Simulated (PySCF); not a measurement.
**Computed structure and properties of [TbCl4]−**

System: [TbCl4]− (singlet in the valence; each metal's 4f electrons, 8 of them, lie in its core potential, out of spins and levels); start: template (Td). Method: PySCF 2.14.0, RKS PBE0, Tb lcecp-1-SVP with ECP54, Cl def2-SVP; non-relativistic Hamiltonian with scalar-relativistic core potentials where named; density fitting; no spin-orbit coupling.

Input of the relaxation:

```python
mol = gto.M(atom='''
Tb    -0.00000    -0.00000     0.00000
Cl     1.51420     1.51420     1.51420
Cl    -1.51420    -1.51420     1.51420
Cl     1.51420    -1.51420    -1.51420
Cl    -1.51420     1.51420    -1.51420''',
    basis={'Tb': 'lcecp-1-SVP', 'Cl': 'def2-SVP'},
    ecp={'Tb': 'lcecp-1-SVP'},
    charge=-1, spin=0)
mf = dft.RKS(mol, xc='PBE0')
mf.grids.atom_grid = (50, 194)  # f atoms: unpruned, at least (60, 302)
mf = mf.density_fit()  # fitting sets: Tb AutoAux, Cl def2-universal-JKFIT
mf.conv_tol = 1e-08; mf.max_cycle = 55
mf.kernel(dm0)  # dm0: converged density of the start geometry
# quasi-Newton relaxation in Cartesian coordinates to a largest gradient under 0.00045 Eh/bohr, steps kept in the point group
```

Run from Python with OMP_NUM_THREADS=2; the lines above give its settings. Where DIIS fails, smearing, a level shift and second-order steps follow.
It took 19 s on 2 threads of Arm Neoverse V1 (shared host), from the converged density of the start.

Course of the relaxation:

| step | energy above end (eV) | largest force component within the symmetry (eV/Å) |
| --- | --- | --- |
| 0 | 0.1293 | 0.449 |
| 1 | 0.0340 | 0.242 |
| 2 | 0.0007 | 0.036 |
| 3 | 0.0000 | 0.003 |

Relaxed geometry (Td):

```xyz
5

Tb    0.0000    0.0000    0.0000
Cl    1.4688    1.4688    1.4688
Cl   -1.4688   -1.4688    1.4688
Cl    1.4688   -1.4688   -1.4688
Cl   -1.4688    1.4688   -1.4688
```

```csv
contact,Å
Tb1–Cl2 (Cl),2.544
Tb1–Cl3 (Cl),2.544
Tb1–Cl4 (Cl),2.544
Tb1–Cl5 (Cl),2.544
```

On the finer grid (75, 302):

| Item | Value |
| --- | --- |
| HOMO | -4.52 eV |
| LUMO | 3.39 eV |
| Dipole about the centre of mass | 0.00 D |
| Set of Mulliken populations of Tb1 outside the core potential | s 2.30, p 6.46, d 1.45, f 0.05 |
| D3(BJ) dispersion energy (not in the energies) | -0.174 eV |

| atom | Mulliken (e) | Löwdin (e) | spin (e) |
| --- | --- | --- | --- |
| Tb1 | 0.73 | -0.44 | 0.00 |
| Cl2 | -0.43 | -0.14 | 0.00 |
| Cl3 | -0.43 | -0.14 | 0.00 |
| Cl4 | -0.43 | -0.14 | 0.00 |
| Cl5 | -0.43 | -0.14 | 0.00 |

The 4f levels lie in the core potential and are missing. Their spin isn't counted.

On the grid (50, 194), as all that follows. Harmonic modes: a minimum; lowest 74 cm⁻¹ (negative: unstable), highest 311 cm⁻¹, zero-point energy 0.101 eV.

Taking off one Cl (charge -1, singlet; the rest: singlet) in vacuum, both parts rigid, costs 5.04 eV; the small basis without counterpoise inflates it.

Rigid scan of Cl along the line from its metal:

distance to Cl2 (Å), energy (eV) and a bar:
```
     2.24      0.652 ########
     2.34      0.252 ###
     2.44      0.055 #
     2.54      0.000 
     2.64      0.043 #
     2.74      0.153 ##
     2.94      0.487 ######
     3.24      1.089 #############
     3.64      1.845 #####################
     4.14      2.588 ##############################
```

One start shape was tried, so this needn't be the lowest isomer.

An lcecp potential fixes the number of 4f electrons, so in runs with it no electron can move into or out of that shell.
